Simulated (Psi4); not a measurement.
BF3, charge +1, doublet, geometry from GFN2-xTB (a state made from the parent by changing its charge; the spin is typed, not shown lowest); BLYP/def2-SVP in Psi4.

Here is a job for Psi4.
```
memory 2 GB

molecule mol {
1 2
B     0.023522   -0.011173    0.010554
F    -1.111737   -0.666599   -0.018630
F    -0.014404    1.201515   -0.486636
F     1.113073   -0.528709    0.499403
}

set {
  basis def2-svp
  reference uks
  dft_radial_points 50
}

energy('blyp')
print_variables()
```

The log (banner, timings and long lists left out):

```
   => Loading Basis Set <=

    Name: DEF2-SVP
    Role: ORBITAL
    Keyword: BASIS

         ---------------------------------------------------------
                                   SCF
               by Justin Turney, Rob Parrish, Andy Simmonett
                          and Daniel G. A. Smith
                              UKS Reference
         ---------------------------------------------------------

  ==> Geometry <==

    Molecular point group: c1
    Full point group: C1

    Geometry (in Angstrom), charge = 1, multiplicity = 2:

       Center              X                  Y                   Z               Mass
    ------------   -----------------  -----------------  -----------------  -----------------
         B            0.023364808258    -0.011098242017     0.010483349235    11.009305360000
         F           -1.111894191742    -0.666524242017    -0.018700650765    18.998403162730
         F           -0.014561191742     1.201589757983    -0.486706650765    18.998403162730
         F            1.112915808258    -0.528634242017     0.499332349235    18.998403162730

  Running in c1 symmetry.

  Rotational constants: A =      0.36121  B =      0.33194  C =      0.17298 [cm^-1]
  Rotational constants: A =  10828.83235  B =   9951.27983  C =   5185.76320 [MHz]
  Nuclear repulsion =  111.416835788942862

  Charge       = 1
  Multiplicity = 2
  Electrons    = 31
  Nalpha       = 16
  Nbeta        = 15

  ==> Algorithm <==

  SCF Algorithm Type is DF.
  DIIS enabled.
  MOM disabled.
  Fractional occupation disabled.
  Guess Type is SAD.
  Energy threshold   = 1.00e-06
  Density threshold  = 1.00e-06
  Integral threshold = 1.00e-12

  ==> Primary Basis <==

  Basis Set: DEF2-SVP
    Blend: DEF2-SVP
    Number of shells: 24
    Number of basis functions: 56
    Number of Cartesian functions: 60
    Spherical Harmonics?: true
    Max angular momentum: 2

  ==> DFT Potential <==

   => LibXC <=

    Version 7.1.2
    S. Lehtola, C. Steigemann, M. J. T. Oliveira, and M. A. L. Marques,  SoftwareX 7, 1–5 (2018) (10.1016/j.softx.2017.11.002)

   => Composite Functional: BLYP <=

    BLYP GGA Exchange-Correlation Functional

    P.J. Stephens et. al., J. Phys. Chem., 98, 11623-11627, 1994
    B. Miehlich et. al., Chem. Phys. Lett., 157(3), 200-206 1989

    Deriv               =              1
    GGA                 =           TRUE
    Meta                =          FALSE

    Exchange Hybrid     =          FALSE
    MP2 Hybrid          =          FALSE

   => Exchange Functionals <=

    1.0000     XC_GGA_X_B88

   => Correlation Functionals <=

    1.0000     XC_GGA_C_LYP

   => LibXC Density Thresholds  <==

    XC_GGA_C_LYP:  1.00E-14
    XC_GGA_X_B88:  1.00E-15

   => Molecular Quadrature <=

    Radial Scheme          =       TREUTLER
    Pruning Scheme         =           NONE
    Nuclear Scheme         =       TREUTLER

    Blocking Scheme        =         OCTREE
    BS radius alpha        =              1
    Pruning alpha          =              1
    Radial Points          =             50
    Spherical Points       =            302
    Total Points           =          59252
    Total Blocks           =            526
    Max Points             =            256
    Max Functions          =             55
    Weights Tolerance      =       1.00E-15

   => Loading Basis Set <=

    Name: (DEF2-SVP AUX)
    Role: JKFIT
    Keyword: DF_BASIS_SCF

  ==> Integral Setup <==

  SCF_SUBTYPE=INCORE selected. In-core MEM_DF algorithm will be used.
  Using in-core AOs.

  ==> MemDFJK: Density-Fitted J/K Matrices <==

    J tasked:                   Yes
    K tasked:                    No
    wK tasked:                   No
    Algorithm:                 Core
    Schwarz Cutoff:           1E-12
    Mask sparsity (%):       0.1913
    Fitting Condition:        1E-10

   => Auxiliary Basis Set <=

  Basis Set: (DEF2-SVP AUX)
    Blend: DEF2-UNIVERSAL-JKFIT
    Number of shells: 100
    Number of basis functions: 306
    Number of Cartesian functions: 368
    Spherical Harmonics?: true
    Max angular momentum: 4

  Minimum eigenvalue in the overlap matrix is 1.9380361808E-02.
  Reciprocal condition number of the overlap matrix is 5.5052473204E-03.
    Using symmetric orthogonalization.

  ==> Pre-Iterations <==

  SCF Guess: Superposition of Atomic Densities via on-the-fly atomic UHF (no occupation information).

   -------------------------
    Irrep   Nso     Nmo
   -------------------------
     A         56      56
   -------------------------
    Total      56      56
   -------------------------

  ==> Iterations <==

                           Total Energy        Delta E     RMS |[F,P]|

   @DF-UKS iter SAD:  -323.89622687299391   -3.23896e+02   0.00000e+00
   @DF-UKS iter   1:  -323.73949267932704    1.56734e-01   4.24587e-03 DIIS/ADIIS
   @DF-UKS iter   2:  -323.56566466762899    1.73828e-01   1.18790e-02 DIIS/ADIIS
   @DF-UKS iter   3:  -323.68688764358791   -1.21223e-01   7.25143e-03 DIIS/ADIIS
   @DF-UKS iter   4:  -323.75727954613444   -7.03919e-02   2.67110e-04 DIIS/ADIIS
   @DF-UKS iter   5:  -323.75734144280580   -6.18967e-05   1.73550e-04 DIIS/ADIIS
   @DF-UKS iter   6:  -323.75738458952645   -4.31467e-05   1.22283e-05 DIIS
   @DF-UKS iter   7:  -323.75738373963958    8.49887e-07   2.77969e-05 DIIS
   @DF-UKS iter   8:  -323.75738444203387   -7.02394e-07   1.83095e-05 DIIS
   @DF-UKS iter   9:  -323.75738488797003   -4.45936e-07   4.42223e-06 DIIS
   @DF-UKS iter  10:  -323.75738491588589   -2.79159e-08   3.48512e-07 DIIS
  Energy and wave function converged.

  ==> Post-Iterations <==

   Electrons on quadrature grid:
      Nalpha   =   16.0000056474 ; deviation = 5.647e-06
      Nbeta    =   15.0000057215 ; deviation = 5.721e-06
      Ntotal   =   31.0000113689 ; deviation = 1.137e-05

   @Spin Contamination Metric:   1.869922769E-03
   @S^2 Expected:                7.500000000E-01
   @S^2 Observed:                7.518699228E-01
   @S   Expected:                5.000000000E-01
   @S   Observed:                5.000000000E-01

    Orbital Energies [Eh]
    ---------------------

    Alpha Occupied:

[...]
      16A     -0.736796

    Alpha Virtual:

[...]
      56A      3.497699

    Beta Occupied:

[...]
    Beta Virtual:

[...]
    Final Occupation by Irrep:
              A
    DOCC [    15 ]
    SOCC [     1 ]
    NA   [    16 ]
    NB   [    15 ]

  @DF-UKS Final Energy:  -323.75738491588589

   => Energetics <=

    Nuclear Repulsion Energy =            111.4168357889428620
    One-Electron Energy =                -660.6214278831103002
    Two-Electron Energy =                 260.4746574438242988
    DFT Exchange-Correlation Energy =     -35.0274502655427540
    Empirical Dispersion Energy =           0.0000000000000000
    VV10 Nonlocal Energy =                  0.0000000000000000
    Total Energy =                       -323.7573849158858934

  UHF NO Occupations:
  HONO-2 :   14  A 1.9996784
  HONO-1 :   15  A 1.9996287
  HONO-0 :   16  A 1.0000000
  LUNO+0 :   17  A 0.0003713
  LUNO+1 :   18  A 0.0003216
  LUNO+2 :   19  A 0.0000828
  LUNO+3 :   20  A 0.0000449

Computation Completed

Properties will be evaluated at   0.000000,   0.000000,   0.000000 [a0]

Properties computed using the SCF density matrix

 Multipole Moments:

 ------------------------------------------------------------------------------------
     Multipole            Electronic (a.u.)      Nuclear  (a.u.)        Total (a.u.)
 ------------------------------------------------------------------------------------

 L = 1.  Multiply by 2.5417464519 to convert [e a0] to [Debye]
 Dipole X            :          0.0114107           -0.0095094            0.0019014
 Dipole Y            :         -0.0054198            0.0045169           -0.0009029
 Dipole Z            :          0.0051202           -0.0042667            0.0008535
 Magnitude           :                                                    0.0022713

 ------------------------------------------------------------------------------------

  Variable Map:
  ----------------------------------------------------------------------------
[...]
  Array Variable Map:
  ----------------------------------------------------------------------------
[...]
[...]
```
